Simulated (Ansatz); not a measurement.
Molecule: 3-iodoselenophene, C₄H₃ISe (charge 0, singlet). 
Coordinates optimised at B3LYP-D3(BJ)/def2-TZVP (Ansatz, a program for electronic structure):
SMILES: Ic1cc[se]c1
```xyz
9

I     -1.3587    -1.5391    -0.4936
C      0.1069    -0.1024    -0.0406
C      1.5007    -0.3837    -0.1950
C      2.3126     0.6498     0.1404
Se     1.3427     2.1439     0.7091
C     -0.2063     1.1358     0.4116
H      1.8669    -1.3367    -0.5479
H      3.3894     0.6726     0.1063
H     -1.1836     1.5473     0.5960
```
Charge 0, spin multiplicity 1.

Wanted: atomisation energy (electronic, to ground-state atoms), in kcal/mol. Correlated levels leave the core frozen unless marked. UHF or UKS for open shells. Spin-orbit coupling is left out. Frozen are the shells of the preceding noble gas and the d and f shells that filled before the atom's block. In def2 rows, elements after Kr have scalar-relativistic effective core potentials. The coupled-cluster limit lacks core correlation, which all-electron functionals hold. CBS(X,Y): correlation extrapolated as X^-3; Hartree-Fock from the larger set.

| level | program | atomisation energy (kcal/mol) | minus last row |
|---|---|---|---|
| HF/def2-QZVPPD | Ansatz | 620.1 | -272.0 |
| PBE0-D4/def2-TZVP | Ansatz + dftd4 | 914.7 | 22.6 |
| r2SCANh-D4/def2-TZVPD | Ansatz + dftd4 | 897.7 | 5.6 |
| r2SCAN0/def2-TZVPD | Ansatz | 883.5 | -8.6 |
| SCS-MP2/def2-SVP | Ansatz | 854.9 | -37.2 |
| CCSD/def2-QZVPP | Ansatz | 857.1 | -35.0 |
| CCSD(T)/CBS(def2-TZVPPD,def2-QZVPPD) | Ansatz | 892.1 | 0.0 |

The Hartree-Fock reference is unstable (checked in the largest basis), which strains HF and MP2.
